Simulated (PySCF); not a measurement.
Static response to an electric field

C₈H₁₀S.
Cartesian coordinates in Å at the PBE0-D3(BJ)/def2-SVP level; atoms count from 1:
```
atom  x, y, z in Å
C1    -3.255    1.130   -0.319
C2    -1.824    0.757   -0.132
C3    -1.356   -0.496   -0.088
C4    -1.909   -1.869   -0.182
C5    -0.679   -2.438   -0.025
C6    -0.007   -1.129    0.084
C7     1.256   -0.715    0.260
S8     1.741    0.964    0.349
C9     3.519    0.774    0.582
H10   -3.626    1.726    0.531
H11   -3.390    1.753   -1.219
H12   -3.900    0.245   -0.420
H13   -1.100    1.572   -0.023
H14   -2.913   -2.272   -0.323
H15   -0.317   -3.467    0.009
H16    2.059   -1.452    0.357
H17    3.983    0.263   -0.274
H18    3.935    1.788    0.655
H19    3.745    0.232    1.512
```

Level: CAM-B3LYP/def2-SVPD (PySCF), static field, nuclei fixed, core orbitals frozen in the response. The polarisability tensor in these axes (au):

```
x   171.31   7.68  12.95
y     7.68 133.85   1.88
z    12.95   1.88  77.28
```

Diagonalise the tensor; give its mean and Δα, where Δα² is half the sum of the squared differences of the eigenvalues.

Principal values 75.51, 132.34 and 174.58 au; mean 127.48 au = 18.89 Å³ = 21.02 × 10⁻⁴⁰ C²·m²/J; Δα = 86.11 au (68 % of the mean).

What is the dipole moment, and where does it point?

(0.89, -0.78, 0.11) D, 1.19 D in size, pointing from the negative to the positive side. Measured along this direction, the outermost atoms are H10 and H11 at the negative end and H19 and H17 at the positive end.

Directions of the eigenvectors, and the extent of the frame along each?

Largest value along (0.97, 0.19, 0.13), where the nuclei span 8.06 Å; middle along (-0.19, 0.98, -0.01), 5.72 Å; least along (-0.13, -0.01, 0.99), 1.80 Å. The response follows the extents in order.

How large is μ²/3kT at 400 K beside α?

In Gaussian units μ²/3kT = 8.59 Å³ against 18.89 Å³, a ratio of 0.45; the Debye molar polarisation (4π/3)N_A(α + μ²/3kT) is 69.3 cm³/mol, leaving out the vibrational part.

In TDDFT the mean static polarisability is Σ f/ω² over all singlet excitations (ω in hartree). How much of it do the 6 lowest give? Their energies (eV) and oscillator strengths: 4.34, 0.1444; 4.84, 0.0929; 5.15, 0.0027; 5.16, 0.3189; 5.53, 0.0036; 5.91, 0.0077.

They add up to 17.82 au, 14.0 % of the 127.48 au; the largest single term is 8.89 au, from the state at 5.16 eV. Terms in order: 5.67, 2.93, 0.08, 8.89, 0.09, 0.16 au. Higher excitations give the rest. The strengths listed sum to 0.570.

Estimate the molar refractivity from the static electronic polarisability.

Lorentz–Lorenz: R = (4π/3)N_A α = 2.5225 cm³/(mol·Å³) × 18.89 Å³ = 47.7 cm³/mol, in the limit of long wavelengths.

Give the eigenvalues of the traceless quadrupole moment Θ = ½Σq(3rr − r²1), origin at the centre of nuclear charge.

-12.35, 0.18, 12.16 D·Å. The values depend on the origin, since the dipole doesn't vanish. The electronic extent ⟨r²⟩ about the same centre is 1877 bohr², a root-mean-square distance of 2.67 Å for the 74 electrons.

Geometry: PBE0-D3(BJ)/def2-SVP, one conformer, isolated molecule.
